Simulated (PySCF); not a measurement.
Coordinates in bohr (charge 1 multiplicity 4):
```
Pt    0.0000    0.0000   -1.1022
Se    3.4755    0.0000    1.3495
Se   -3.4755    0.0000    1.3495
```

Level of theory: UPBE0 in PySCF with Pt def2-SVP with ECP60, Se def2-SVP; scalar-relativistic core potentials, no spin–orbit coupling; density-fitted integrals.

This geometry of [PtSe2]+ is a stationary point at this level.

What is the point group?

C2v.

Is it a minimum?

Yes: all harmonic wavenumbers are real.

List the harmonic modes with their infrared intensities.


| symmetry | ω (cm⁻¹) | IR (km/mol) |
| --- | --- | --- |
| a1 | 86 | 0.0 |
| b2 | 291 | 0.9 |
| a1 | 297 | 0.9 |

What are the dipole moment and the gap between the highest occupied and lowest empty levels of either spin?

0.48 D about the centre of mass and 2.34 eV.

In C2v the vibrations span 2a1 + b2. Here b1 is antisymmetric to the molecular plane and b2 lies in it.

Other isomers or separated fragments may lie lower. With open d or f shells other occupations or spin states may lie lower. With an element this heavy the missing spin–orbit coupling can shift these numbers.
